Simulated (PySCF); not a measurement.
## Stretching BeS

Set-up: basis Be jorge-DZP-DKH, S jorge-DZP-DKH; spin-free X2C with a Gaussian nucleus; PySCF 2.14. Energies in eV from Be + S in their ground configurations at the same level. All curves are PBE0. state 1: ¹Σ⁺ (singlet), closed shell; state 2: ³Π (triplet), unpaired electrons σ ↑, π ↑, a second solution, started from another occupation; state 3: Ms = 0 determinant of mixed spin (⟨S²⟩ near 1.0), unpaired electrons σ ↑, π ↓, a second solution, started from another occupation.

| R (Å) | state 1 | state 2 | state 3 |
| --- | --- | --- | --- |
| 1.509 | -2.201 | -0.328 | -0.264 |
| 1.579 | -2.835 | -1.270 | -1.213 |
| 1.650 | -3.192 | -1.918 | -1.866 |
| 1.702 | -3.320 | -2.255 | -2.206 |
| 1.755 | -3.355 | -2.491 | -2.444 |
| 1.808 | -3.319 | -2.644 | -2.600 |
| 1.878 | -3.184 | -2.750 | -2.706 |
| 1.966 | -2.920 | -2.761 | -2.717 |
| 2.071 | -2.520 | -2.654 | -2.608 |
| 2.211 | -1.932 | -2.389 | -2.337 |

Q: Put a parabola through the three lowest points of the state 1 curve and estimate Re, k and ωe (reduced mass 7.03 u; 1 eV/Å² = 0.16022 mdyn/Å; ωe = 1302.8·√(k/μ) cm⁻¹).

A: Through R = 1.702, 1.755, 1.808 Å the second-order coefficient is 12.6 eV/Å², so Re ≈ 1.755 Å, k ≈ 4.05 mdyn/Å and ωe ≈ 989 cm⁻¹. A polynomial fit of higher order to the unrounded PBE0 energies gives Re = 1.752 Å, k = 4.24 mdyn/Å, ωe = 1011 cm⁻¹; anharmonicity and rounding make the difference.

The higher-order fit for each curve: state 1: Re = 1.752 Å, ωe = 1011 cm⁻¹, De = 3.36 eV; state 2: Re = 1.929 Å, ωe = 739 cm⁻¹, minimum 2.77 eV below the ground-state fragments; state 3: Re = 1.929 Å, ωe = 745 cm⁻¹, minimum 2.73 eV below the ground-state fragments.
